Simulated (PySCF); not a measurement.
PySCF input for Cu(I) cation (CuI), SMILES [Cu][I] (connectivity only; charge and spin as stated), charge +1, multiplicity 2, TDA-PBE/def2-TZVPD. Geometry optimised at B3LYP-D3(BJ)/def2-TZVP. The spin state was assumed, not searched. The def2 effective core potentials stand for the cores of I; spin–orbit coupling is left out.

```python
import numpy as np
from pyscf import gto, scf, dft, tdscf

mol = gto.M(
    atom='''
    Cu    0.00000000    0.00000000   -1.58420227
    I     0.00000000    0.00000000    0.86682766
    ''',
    basis='def2-TZVPD',
    ecp={'I': 'def2-tzvp'},
    charge=1,
    spin=1,
    max_memory=1600,
    verbose=4,
)
mf = dft.UKS(mol, xc='pbe').density_fit(auxbasis='def2-universal-jkfit')
mf.grids.level = 3
mf.conv_tol = 1e-9
mf.max_cycle = 100
mf.kernel()
fine, coarse = mf.grids, dft.Grids(mol).set(level=1).build(with_non0tab=True)
for _ in range(3):  # follow internal instabilities
    mf.grids = coarse
    mo, _, stable, _ = mf.stability(return_status=True, nroots=4)
    mf.grids = fine
    if stable:
        break
    mf.kernel(mf.make_rdm1(mo, mf.mo_occ))
mf.grids = dft.Grids(mol).set(level=1).build(with_non0tab=True)  # coarser grid for the response kernel
td = tdscf.TDA(mf)
td.nstates = 10
td.conv_tol = 1e-4
td.positive_eig_threshold = 1e-6
td.kernel(x0=td.get_init_guess(mf, 15))
td.analyze(verbose=3)
```

Log of the run:

```
PySCF version 2.14.0

[INPUT] verbose = 4
[INPUT] num. atoms = 2
[INPUT] num. electrons = 53
[INPUT] charge = 1
[INPUT] spin (= nelec alpha-beta = 2S) = 1
[INPUT] symmetry False subgroup None
[INPUT] Mole.unit = angstrom
[INPUT] Symbol           X                Y                Z      unit          X                Y                Z       unit  Magmom
[INPUT]  1 Cu     0.000000000000   0.000000000000  -1.584202270000 AA    0.000000000000   0.000000000000  -2.993708416214 Bohr   0.0
[INPUT]  2 I      0.000000000000   0.000000000000   0.866827660000 AA    0.000000000000   0.000000000000   1.638066874598 Bohr   0.0

nuclear repulsion = 156.527455344864
number of shells = 35
number of NR pGTOs = 199
number of NR cGTOs = 107
basis = def2-TZVPD
ecp = {'I': 'def2-tzvp'}


[settings echo left out]
init E= -1895.66762484217
  alpha nocc = 27  HOMO = -0.439707690977382  LUMO = -0.414906466317868

WARN: beta  nocc = 26  HOMO -0.439707812941016 >= LUMO -0.439707690977285


WARN: HOMO -0.439707690977382 >= LUMO -0.439707690977285

cycle= 1 E= -1894.37797366119  delta_E= 1.29  |g|= 8.83  |ddm|= 13.9
  alpha nocc = 27  HOMO = -1.80360007320969  LUMO = -1.72873049556217

WARN: beta  nocc = 26  HOMO -1.80099130320233 >= LUMO -1.8009913032022


WARN: HOMO -1.80099130320233 >= LUMO -1.8009913032022

cycle= 2 E= -1717.22762805373  delta_E=  177  |g|= 15.8  |ddm|= 15.2
  alpha nocc = 27  HOMO = -0.740226864553728  LUMO = -0.671750469236194

WARN: beta  nocc = 26  HOMO -0.739840681133079 >= LUMO -0.739739422045776


WARN: HOMO -0.739840681133079 >= LUMO -0.739739422045776

cycle= 3 E= -1921.38331001039  delta_E= -204  |g|=  7.7  |ddm|= 12.3
  alpha nocc = 27  HOMO = -0.439594613222409  LUMO = -0.42775536931287
  beta  nocc = 26  HOMO = -0.431838014985395  LUMO = -0.428801150230834
  HOMO = -0.431838014985  LUMO = -0.428801150231  gap/eV = 0.08264
cycle= 4 E= -1935.29252945039  delta_E= -13.9  |g|= 2.39  |ddm|= 4.53
  alpha nocc = 27  HOMO = -0.383421280854133  LUMO = -0.29324108935369
  beta  nocc = 26  HOMO = -0.388282140335859  LUMO = -0.382556776167466

WARN: HOMO -0.383421280854133 >= LUMO -0.382556776167466

cycle= 5 E= -1936.83639251265  delta_E= -1.54  |g|= 1.36  |ddm|= 4.23
  alpha nocc = 27  HOMO = -0.443625561802703  LUMO = -0.344089778207772
  beta  nocc = 26  HOMO = -0.438301387715495  LUMO = -0.429821303312434
  HOMO = -0.438301387715  LUMO = -0.429821303312  gap/eV = 0.23075
cycle= 6 E= -1937.60610140014  delta_E= -0.77  |g|= 0.446  |ddm|= 1.88
  alpha nocc = 27  HOMO = -0.455263800462348  LUMO = -0.34366540623739
  beta  nocc = 26  HOMO = -0.451170096426795  LUMO = -0.44718965385889
  HOMO = -0.451170096427  LUMO = -0.447189653859  gap/eV = 0.10831
cycle= 7 E= -1937.66650948431  delta_E= -0.0604  |g|= 0.277  |ddm|=  1.2
  alpha nocc = 27  HOMO = -0.477312784713242  LUMO = -0.348951667559132
  beta  nocc = 26  HOMO = -0.457009015442709  LUMO = -0.453195635913693
  HOMO = -0.457009015443  LUMO = -0.453195635914  gap/eV = 0.10377
cycle= 8 E= -1937.68779727385  delta_E= -0.0213  |g|= 0.12  |ddm|=  1.1
  alpha nocc = 27  HOMO = -0.462812668348553  LUMO = -0.346645471498977

WARN: beta  nocc = 26  HOMO -0.446480986951066 >= LUMO -0.446397587051809


WARN: HOMO -0.446480986951066 >= LUMO -0.446397587051809

cycle= 9 E= -1937.69086901222  delta_E= -0.00307  |g|= 0.0465  |ddm|= 0.0826
  alpha nocc = 27  HOMO = -0.465134646699072  LUMO = -0.34434212041993

WARN: beta  nocc = 26  HOMO -0.452100641058838 >= LUMO -0.451538699422945


WARN: HOMO -0.452100641058838 >= LUMO -0.451538699422945

cycle= 10 E= -1937.6912238428  delta_E= -0.000355  |g|= 0.0282  |ddm|= 0.0832
  alpha nocc = 27  HOMO = -0.461475837853612  LUMO = -0.347493887236371

WARN: beta  nocc = 26  HOMO -0.450188863600502 >= LUMO -0.449340770862832


WARN: HOMO -0.450188863600502 >= LUMO -0.449340770862832

cycle= 11 E= -1937.69091185014  delta_E= 0.000312  |g|= 0.0546  |ddm|= 0.0914
  alpha nocc = 27  HOMO = -0.460000009173754  LUMO = -0.346237209514802
  beta  nocc = 26  HOMO = -0.450540901239823  LUMO = -0.448638080392952
  HOMO = -0.45054090124  LUMO = -0.448638080393  gap/eV = 0.05178
cycle= 12 E= -1937.69175296073  delta_E= -0.000841  |g|= 0.0156  |ddm|= 0.0843
  alpha nocc = 27  HOMO = -0.459807627274727  LUMO = -0.346027540263082
  beta  nocc = 26  HOMO = -0.450560244621199  LUMO = -0.448570459331391
  HOMO = -0.450560244621  LUMO = -0.448570459331  gap/eV = 0.05414
cycle= 13 E= -1937.69181240068  delta_E= -5.94e-05  |g|= 0.00858  |ddm|= 0.0694
  alpha nocc = 27  HOMO = -0.45937316819129  LUMO = -0.34575225175077
  beta  nocc = 26  HOMO = -0.450513692089847  LUMO = -0.448398191626573
  HOMO = -0.45051369209  LUMO = -0.448398191627  gap/eV = 0.05757
cycle= 14 E= -1937.69183625567  delta_E= -2.39e-05  |g|= 0.000423  |ddm|= 0.0237
  alpha nocc = 27  HOMO = -0.459373656429919  LUMO = -0.345750667283244
  beta  nocc = 26  HOMO = -0.450524822832957  LUMO = -0.448374697390188
  HOMO = -0.450524822833  LUMO = -0.44837469739  gap/eV = 0.05851
cycle= 15 E= -1937.69183618748  delta_E= 6.82e-08  |g|= 0.000632  |ddm|= 0.000591
  alpha nocc = 27  HOMO = -0.459372133167031  LUMO = -0.345741190725091
  beta  nocc = 26  HOMO = -0.4505433065632  LUMO = -0.448390246294666
  HOMO = -0.450543306563  LUMO = -0.448390246295  gap/eV = 0.05859
cycle= 16 E= -1937.69183632548  delta_E= -1.38e-07  |g|= 9.89e-05  |ddm|= 0.000493
  alpha nocc = 27  HOMO = -0.459369543356957  LUMO = -0.345737908307119
  beta  nocc = 26  HOMO = -0.450541762212012  LUMO = -0.448388113204022
  HOMO = -0.450541762212  LUMO = -0.448388113204  gap/eV = 0.05860
cycle= 17 E= -1937.69183632814  delta_E= -2.66e-09  |g|= 3.7e-06  |ddm|= 9.16e-05
  alpha nocc = 27  HOMO = -0.459369900404596  LUMO = -0.345737959919309
  beta  nocc = 26  HOMO = -0.450541862203398  LUMO = -0.448388519891953
  HOMO = -0.450541862203  LUMO = -0.448388519892  gap/eV = 0.05860
cycle= 18 E= -1937.69183632813  delta_E= 5e-12  |g|= 4.7e-06  |ddm|= 6.71e-06
  alpha nocc = 27  HOMO = -0.459369720547119  LUMO = -0.345737155234342
  beta  nocc = 26  HOMO = -0.450541853045988  LUMO = -0.448388590944333
  HOMO = -0.450541853046  LUMO = -0.448388590944  gap/eV = 0.05859
Extra cycle  E= -1937.69183632772  delta_E= 4.15e-10  |g|= 3.93e-05  |ddm|= 3.27e-05
converged SCF energy = -1937.69183632772  <S^2> = 0.75265759  2S+1 = 2.0026558
tot grids = 15472
uhf_internal: lowest eigs of H = [-3.91734153e-06  4.06275677e-02  7.33615560e-02  7.38949802e-02]
<class 'pyscf.df.df_jk.DFUKS'> wavefunction is stable in the internal stability analysis
tot grids = 15472
Overwritten attributes  positive_eig_threshold  of <class 'pyscf.tdscf.uks.TDA'>


******** <class 'pyscf.tdscf.uks.TDA'> for <class 'pyscf.df.df_jk.DFUKS'> ********
nstates = 10
deg_eia_thresh = 1.000e-03
wfnsym = None
conv_tol = 0.0001
eigh lindep = 1e-12
eigh level_shift = 0
eigh max_cycle = 100


Excitation energies (eV)
[0.06991812 0.62062775 1.00990781 1.01414725 1.39413567 2.41670836
 2.65363195 2.74838333 3.07638078 3.13080544]

** Excitation energies and oscillator strengths **
Excited State   1:      0.06992 eV  17732.77 nm  f=0.0000
Excited State   2:      0.62063 eV   1997.72 nm  f=0.0001
Excited State   3:      1.00991 eV   1227.68 nm  f=0.0001
Excited State   4:      1.01415 eV   1222.55 nm  f=0.0001
Excited State   5:      1.39414 eV    889.33 nm  f=0.0000
Excited State   6:      2.41671 eV    513.03 nm  f=0.0002
Excited State   7:      2.65363 eV    467.22 nm  f=0.0262
Excited State   8:      2.74838 eV    451.12 nm  f=0.0003
Excited State   9:      3.07638 eV    403.02 nm  f=0.0058
Excited State  10:      3.13081 eV    396.01 nm  f=0.0001
```

The calculation finished and met its thresholds.
